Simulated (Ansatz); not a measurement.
`CN(C)c1ccc(N(C)C)cc1`. Total charge 0; spin multiplicity 1.

Z-matrix (Å, degrees):
```
C
N 1 1.438
H 1 1.093 2 111.0
H 1 1.090 2 109.0 3 -117.9
H 1 1.102 2 113.2 3 121.5
C 2 1.391 1 117.9 3 -62.0
C 2 1.438 1 116.4 3 149.5
C 6 1.399 2 121.9 1 16.8
C 6 1.399 2 121.9 1 -164.5
H 7 1.090 2 109.0 1 -31.7
H 7 1.102 2 113.2 1 88.9
H 7 1.093 2 111.0 1 -149.6
C 8 1.383 6 121.9 2 177.7
H 8 1.082 6 120.4 2 -1.8
C 9 1.383 6 121.9 2 -177.7
H 9 1.082 6 120.4 2 1.8
C 13 1.399 8 121.9 6 1.2
H 13 1.082 8 117.7 6 -179.4
H 15 1.082 9 117.7 6 179.4
N 17 1.390 13 121.9 8 177.7
C 20 1.438 17 117.9 13 164.7
C 20 1.438 17 117.9 13 16.6
H 21 1.093 20 111.0 17 62.0
H 21 1.102 20 113.2 17 -59.5
H 21 1.090 20 109.0 17 179.8
H 22 1.093 20 111.0 17 -61.9
H 22 1.090 20 109.0 17 -179.8
H 22 1.102 20 113.2 17 59.6
```

**Question.** Give the diagnostics of a CCSD(T)/def2-TZVPP run (frozen core, Ansatz). (Estimate.)

**Answer.** The calculation gave: T1 = 0.0110, largest single amplitude 0.034, largest double 0.070, (T) share of the correlation energy 4.6 %, 9 CCSD cycles. The RHF solution is unstable towards an unrestricted one. T1 lies under the customary mark of 0.02 for closed shells.
